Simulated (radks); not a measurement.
The numbers below are computed, except where a source is named.
All-electron atom: the bismuth ion Bi+ in [Hg] 6p2. Level of theory: Dirac Kohn-Sham, PBEsol, spin-unpolarised, spherical densities, point nucleus; open shells fill j = l - 1/2 first (a radial shooting solver on a logarithmic mesh with Libxc functionals).

Normalised radial functions P(r) = r R(r) (large component), r in bohr:

r	4f7/2	5p1/2	6p3/2
0.001122	0.0000	0.0147	0.0007
0.001521	0.0000	0.0200	0.0012
0.002062	0.0000	0.0276	0.0021
0.002816	0.0000	0.0389	0.0036
0.003817	0.0000	0.0549	0.0062
0.005173	0.0000	0.0779	0.0104
0.007067	0.0000	0.1116	0.0174
0.009578	0.0001	0.1566	0.0278
0.01298	0.0004	0.2137	0.0427
0.01773	0.0014	0.2790	0.0624
0.02403	0.0041	0.3315	0.0828
0.03283	0.0119	0.3372	0.0961
0.0445	0.0320	0.2460	0.0868
0.06031	0.0807	0.0261	0.0403
0.08239	0.1910	-0.2839	-0.0449
0.1117	0.3973	-0.4794	-0.1222
0.1513	0.7257	-0.3187	-0.1166
0.2067	1.1427	0.2357	0.0164
0.2802	1.4724	0.6844	0.1703
0.3797	1.5318	0.4397	0.1562
0.5188	1.2484	-0.4655	-0.0785
0.7031	0.7847	-1.1809	-0.2913
0.9529	0.3643	-1.1580	-0.2225
1.302	0.1134	-0.6397	0.1331
1.764	0.0232	-0.2134	0.5014
2.391	0.0027	-0.0403	0.6636
3.267	0.0001	-0.0035	0.5625
4.427	0.0000	-0.0001	0.3263
6	0.0000	0.0000	0.1253
8.197	0.0000	0.0000	0.0268

4f7/2: eigenvalue -156.74 eV, 0 radial nodes, <r> = 0.444 bohr, 90 % of the charge inside 0.703 bohr. 5p1/2: eigenvalue -120.97 eV, 3 radial nodes at r = 0.0620, 0.184, 0.448 bohr, <r> = 0.885 bohr, 90 % of the charge inside 1.27 bohr. 6p3/2 (empty): eigenvalue -10.329 eV, 4 radial nodes at r = 0.0707, 0.201, 0.475, 1.18 bohr, <r> = 2.92 bohr, 90 % of the charge inside 4.32 bohr.
